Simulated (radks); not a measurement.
Species: the gadolinium ion Gd39+. Configuration: [Ar] 3d7. Calculated with a radial shooting solver on a logarithmic mesh with Libxc functionals: scalar-relativistic Kohn-Sham, PBE, spin-unpolarised, spherical densities, point nucleus.

Normalised radial functions P(r) = r R(r), r in bohr:

r	4p
0.001124	0.0042
0.001611	0.0078
0.002309	0.0144
0.003283	0.0262
0.004705	0.0480
0.006744	0.0870
0.009666	0.1540
0.01385	0.2625
0.01986	0.4214
0.02846	0.6148
0.04047	0.7637
0.05801	0.7093
0.08315	0.2474
0.1192	-0.5759
0.1708	-1.1078
0.2448	-0.4230
0.3509	1.1580
0.499	1.7208
0.7153	0.8164
1.025	0.1184
1.469	0.0037

4p (empty): eigenvalue -1639.8 eV, 2 radial nodes at r = 0.0936, 0.271 bohr, <r> = 0.469 bohr, 90 % of the charge inside 0.666 bohr.
